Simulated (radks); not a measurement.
Values are calculated unless marked as measured or tabulated.
All-electron atom: Co in [Ar] 3d6 4s2 4p1 (not the ground configuration).

Level of theory: scalar-relativistic Kohn-Sham, Wu-Cohen GGA, spin-unpolarised, spherical densities, finite nucleus; Fermi nuclear charge, rms radius 3.7875 fm (a radial shooting solver on a logarithmic mesh with Libxc functionals).

Energy parts (hartree):
| part | energy |
|---|---|
| total | -1392.36140 |
| kinetic | 1410.34630 |
| electron-nucleus | -3329.17533 |
| Hartree | 585.01235 |
| exchange-correlation | -58.54472 |

Orbitals (lengths in bohr, moments of r in powers of bohr; r(90%) holds 90 % of the orbital's charge):
| orbital | occ. | eigenvalue (hartree) | <r^2> | <1/r> | r(90%) |
|---|---|---|---|---|---|
| 1s | 2 | -279.2566 | 0.004250 | 27.02 | 0.100 |
| 2s | 2 | -33.34903 | 0.07714 | 5.810 | 0.396 |
| 2p | 6 | -28.62067 | 0.06220 | 5.704 | 0.368 |
| 3s | 2 | -4.04653 | 0.6824 | 1.845 | 1.15 |
| 3p | 6 | -2.69340 | 0.7677 | 1.706 | 1.24 |
| 3d | 6 | -0.55788 | 1.251 | 1.355 | 1.68 |
| 4s | 2 | -0.28715 | 7.948 | 0.4986 | 3.96 |
| 4p | 1 | -0.09586 | 15.37 | 0.3634 | 5.65 |

The highest occupied level is 4p at -2.608 eV. Summed over all electrons, <r^2> = 45.28 bohr^2, which gives a Langevin (diamagnetic) susceptibility term of -35.9 x 10^-6 cm^3/mol.
